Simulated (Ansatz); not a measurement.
`[SiH3][SnH2][SiH3]` + `N#CO` → `N#CO[SiH3]` + `[SiH3][SnH3]` at 400 K and 1 bar (cleavage of the Si–Sn bond).

Calculated with Ansatz (gas phase, PBE0-D4/def2-TZVP geometries, no zero-point term in ΔE). CCSD(T)/CBS is the MP2 limit (def2-TZVPP, def2-QZVPP) plus CCSD(T) − MP2 in def2-TZVPP, frozen cores. This one scheme is used for every species. Elements past krypton have def2 core potentials. For Sn outer-core shells are correlated without core-valence functions, which leaves a few kJ/mol of doubt a bond. Each species was taken in one conformer, which may not be the lowest.

```
             species  CCSD(T)/CBS energy (Eh)  H − E (kJ/mol)  S (J/(mol·K))
`[SiH3][SnH2][SiH3]`               -796.97679           202.6          418.8
              `N#CO`               -168.48100            73.4          255.2
        `N#CO[SiH3]`               -458.79584           124.5          327.0
      `[SiH3][SnH3]`               -506.68362           143.7          335.4
```

H − E and S are ideal-gas, rigid-rotor, harmonic terms from PBE0-D4/def2-TZVP, for one conformer and one mirror image of each species. 1 Eh = 2625.50 kJ/mol, R = 8.31446 J/(mol·K).

Question: By hand: ΔE, ΔH, ΔS and ΔG.

Answer: ΔE = (-458.79584) + (-506.68362) − (-796.97679) − (-168.48100) = -0.02167 Eh = -56.9 kJ/mol. Δ(H − E) = 124.5 + 143.7 − 202.6 − 73.4 = -7.8, so ΔH = -64.7 kJ/mol. ΔS = 327.0 + 335.4 − 418.8 − 255.2 = -11.6 J/(mol·K). ΔG = -64.7 − 400 × (-11.6)/1000 = -60.1 kJ/mol.

Question: By hand: the equilibrium constant, and the temperature at which ΔG would vanish if ΔH and ΔS stayed fixed.

Answer: log₁₀ K = −ΔG/(RT ln 10) = 7.8. ΔG = 0 at ΔH/ΔS = 5578 K, far beyond where these terms or the molecules hold.

The number of gas molecules stays the same, so ΔS is small and ΔH decides. A doubt of 5 kJ/mol in ΔE shifts log₁₀ K by 0.7 here. Other conformers and mirror images would add mixing entropy, several J/(mol·K) or more a flexible species. These are equilibria of isolated gas molecules and say nothing of rates. Largest T1 diagnostic: 0.014 (customary marks: 0.02 for closed shells, 0.045 for open ones).
